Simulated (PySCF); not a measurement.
## Electron correlation in Se¹⁹⁺ (selenium, charge +19)

[Ne] 3s2 3p3, high-spin 4S determinant. Calculation: PySCF 2.14, in an uncontracted even-tempered set (17 s from 1.9 bohr⁻², ratio 2.5; 11 p from 2.4 bohr⁻², ratio 2.5; 5 d from 11 bohr⁻², ratio 2.7; 4 f from 17 bohr⁻², ratio 2.7); the non-relativistic Hamiltonian (point nucleus). Frozen: 1s2; 13 electrons correlated; the 18 highest virtual orbitals of each spin left out.

```
  level  correlation energy (mhartree)
   CCSD                        -496.90
    (T)                          -2.01
CCSD(T)                        -498.91
```

Diagnostics: T1 = 0.00079, D1 = 0.0025, largest double amplitude 0.035.

Spin-orbit coupling is strong in this species (close to jj coupling), so the high-spin LS determinant is a model state, not a physical level.

Cost of the coupled-cluster step: about 30 core-seconds, for 13 correlated electrons.

At this charge a non-relativistic calculation is a model, useful for the Z dependence of the correlation energy.

Spin-orbit coupling is strong in this species, so the high-spin LS determinant is a model state.
